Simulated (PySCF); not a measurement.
Gas-phase reaction: InCl + N + 3 H + 2 Cl = InCl3.NH3. Level: M06-2X/def2-TZVP†; standard pressure 1 bar.

Energies from PySCF, thermal terms from the rigid-rotor harmonic-oscillator model, ideal gas at 1 bar. † marks an energy on the PBE0/def2-TZVP geometry and frequencies. Open shells (unrestricted): N (multiplicity 4), H (multiplicity 2), Cl (multiplicity 2, electronic degeneracy 6); the rest are closed-shell singlets. Spin-orbit splitting is ignored; it lowers the true energy and changes the entropy of Cl. In: scalar-relativistic def2 core potential, no spin-orbit coupling. Adducts (InCl3.NH3) have no counterpoise correction, and HF, PBE, BLYP, B3LYP and PBE0 lack dispersion. InCl3.NH3: computed as isolated molecules; such fragments, hydroxides, amides, oligomers or adducts are transient or little studied in the gas. The harmonic model lacks anharmonicity and excited electronic states, which grow with temperature; levels with a mode under 35 cm⁻¹ are left out. Soft modes under 120 cm⁻¹ make the harmonic entropy rough for InCl3.NH3.

| T (K) | 1000/T (1/K) | log10 K |
|---|---|---|
| 1000 | 1.0000 | 60.33 |
| 1200 | 0.8333 | 44.13 |
| 1400 | 0.7143 | 32.55 |
| 1600 | 0.6250 | 23.86 |
| 1800 | 0.5556 | ? |
| 2000 | 0.5000 | 11.71 |

Problem. Fit log10 K = a + b·(1000/T) to the five rows, get the mean ΔH° and ΔS°, and predict log10 K at 1800 K.

Solution. Means: 1000/T = 0.7345, log10 K = 34.516. Sums of products about the means: Sxy = 14.35803, Sxx = 0.147640, so b = Sxy/Sxx = 97.25 and a = 34.516 − (97.25)×0.7345 = -36.92.
ΔH° = −R ln 10 × 1000 K × b = −19.145 × (97.25) = -1862 kJ; ΔS° = R ln 10 × a = -707 J/K. The run's own values go from -1860 kJ and -705 J/K at 1000 K to -1860 kJ and -706 J/K at 2000 K.
Prediction at 1800 K: -36.92 + (97.25)×0.5556 = 17.11. The computed value is 17.11, 0.00 from the line.
For scale, ΔH°(298 K) is -1844 kJ at this level, -1844 kJ at ωB97M-V/def2-TZVP†, and runs from -2096 to -1266 kJ over the 16 levels computed.
